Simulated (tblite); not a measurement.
Species: C6H11OP.
Cartesian coordinates in Å at the GFN2-xTB level; atoms count from 1:
```xyz
19
C6H11OP angstrom
C      2.655   -0.358    0.060
C      1.314   -0.809   -0.498
P      0.189    0.649   -0.600
O      0.723    1.742   -1.421
C     -0.323    1.034    1.097
C     -1.523    0.539    1.359
C     -2.208   -0.250    0.281
C     -1.489    0.015   -1.043
H      3.027    0.481   -0.525
H      3.386   -1.163    0.021
H      2.547   -0.034    1.093
H      1.430   -1.185   -1.518
H      0.865   -1.589    0.117
H      0.272    1.617    1.779
H     -2.028    0.652    2.308
H     -3.265    0.021    0.225
H     -2.161   -1.311    0.543
H     -1.974    0.820   -1.600
H     -1.447   -0.863   -1.686
```

Calculated harmonic vibrations of the isolated species, GFN2-xTB (tblite), most abundant isotopes, no scaling. The method is semi-empirical: single wavenumbers can be off by several per cent or more. One conformer, not necessarily the lowest.

Harmonic wavenumbers (cm⁻¹): 59.3, 87.3, 137.7, 181.1, 208.0, 247.2, 295.3, 342.5, 415.6, 473.4, 615.9, 654.2, 711.8, 751.7, 764.8, 767.6, 829.7, 890.4, 941.8, 948.7, 969.4, 1000.6, 1037.2, 1072.7, 1094.0, 1105.5, 1163.1, 1214.5, 1218.0, 1247.4, 1257.6, 1284.0, 1304.5, 1403.6, 1430.9, 1436.5, 1471.3, 1489.6, 1494.4, 1662.3, 2938.0, 2947.0, 2964.2, 2973.2, 2978.2, 2987.9, 3019.5, 3023.9, 3033.1, 3069.1, 3103.2.

A = 2787, B = 1363, C = 1254 MHz; mass 130.055 u (most abundant isotopes); point group C1, symmetry number 1.

Problem. Zero-point energy?

Solution. Half the sum of the wavenumbers: 34359 cm⁻¹ = 98.24 kcal/mol.

Problem. Give the ideal-gas entropy at 273.15 K and 1 bar in the rigid-rotor, harmonic-oscillator model (classical rotation).

Solution. Translation 40.09, rotation 28.34, vibration 22.29: S = 90.7 cal/(mol K).

Problem. And Cp and H(273.15 K) − H(0)?

Solution. Cp = 33.36 cal/(mol K), of which vibrations give 25.41 (their classical limit is 51 R = 101.3); H(273.15 K) − H(0) = 5.53 kcal/mol without the zero-point energy, 3.36 from vibrations.

Problem. Blend soft modes into free rotors: weight 1/[1 + (100 cm⁻¹/ν̃)⁴] for the oscillator and the rest for a rotor with moment μB/(μ + B), μ = h/(8π²ν), B = 10⁻⁴⁴ kg m². What vibrational entropy results?

Solution. 20.95 cal/(mol K) in place of 22.29, which changes −T·S at 273.15 K by +0.36 kcal/mol.

Problem. How do the functions run with temperature in this model?

Solution. 
| T (K) | S (cal/(mol K)) | Cp (cal/(mol K)) | H − H(0) (kcal/mol) | G − H(0) (kcal/mol) | ln q(vib) |
| --- | --- | --- | --- | --- | --- |
| 50 | 57.0 | 11.9 | 0.47 | -2.38 | 0.31 |
| 100 | 66.9 | 17.1 | 1.20 | -5.49 | 1.22 |
| 298.15 | 93.8 | 36.0 | 6.39 | -21.56 | 5.60 |
| 373.15 | 102.7 | 43.7 | 9.38 | -28.93 | 7.33 |
| 500 | 117.1 | 55.1 | 15.68 | -42.88 | 10.30 |
| 750 | 142.7 | 71.0 | 31.60 | -75.44 | 16.14 |
| 1000 | 164.6 | 81.3 | 50.71 | -113.93 | 21.70 |

q(vib) and H(0) count from the zero-point level.

Problem. Which modes carry the vibrational entropy at 273.15 K?

Solution. 59.3 cm⁻¹: 4.31; 87.3 cm⁻¹: 3.55; 137.7 cm⁻¹: 2.67; 181.1 cm⁻¹: 2.15; 208.0 cm⁻¹: 1.90; 247.2 cm⁻¹: 1.60 cal/(mol K); the other 45 give 6.11 together.

Problem. What must be added to the electronic energy to get the Gibbs energy at 273.15 K and 1 bar?

Solution. ZPE + [H(273.15 K) − H(0)] − T·S = 98.24 + 5.53 − 24.78 = 78.99 kcal/mol.

Hindered rotation and anharmonicity are outside this model. Other conformers, if any are populated, would add a mixing term that is left out. The structure is chiral; the term R ln 2 for an equal mix with its mirror image is left out.

The run took 0.73 s on one thread of an Arm Neoverse V1, shared host with 32 logical CPUs at a one-minute load of 11. This covers the Hessian and the dipole derivatives.
